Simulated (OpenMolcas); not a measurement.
Au2+: moving or changing the point charges

Au2+ among 6 point charges of -1.7 e arranged as a tetragonal octahedron (D4h), 2.16 Å from the ion, with the axial distance 1.858 Å.

```json
{
 "Program": "OpenMolcas 26.06",
 "Method": "SS-CASPT2, IPEA 0.25 Eh, imaginary shift 0.1 Eh (closed shells correlated: 5s 5p)",
 "Basis": "ANO-RCC-VDZP [7s6p4d2f]",
 "Scalar Hamiltonian": "DKH2, point nucleus",
 "Active space": "9 electrons in 5 orbitals (5d)",
 "State averaging": "2S+1 = 2 even, 5 roots",
 "Spin-orbit coupling": "state interaction with AMFI integrals over the reference wave functions"
}
```

Runs around this geometry, states (labels of D4, the rotations of D4h). Energies in cm-1 above the lowest state or level, χT in cm3 K/mol.

```tsv
R (Å)	q (e)	Axial / equatorial distance	Ground state	First state of that spin	First gap with spin-orbit (degeneracies)	χT at 300 K
2.16	-1.36	0.86	2A1	2B1 6190	5270 (2, 2)	0.875
2.16	-1.7	0.86	2A1	2B1 7220	6310 (2, 2)	0.837
2.4	-1.7	0.86	2A1	2B1 5710	4650 (2, 2)	0.910
2.16	-1.7	0.93	2A1	2B1 3560	3150 (2, 2)	0.883
```

Taking the first state of the same spin as R^-n, n = -ln(5710 / 7220) / ln(2.4 / 2.16) = 2.2 between the shortest and longest distance.

Scaling the charges by -1.36 / -1.7 = 0.80 scales the first state of the same spin by 6190 / 7220 = 0.86; with fixed orbitals a first-order splitting would follow the charge.

Free-ion shares, where given, are those of the reference states; single-state CASPT2 does not remix them. This is an electrostatic model: the charges have no orbitals. No measured value stands beside these numbers.
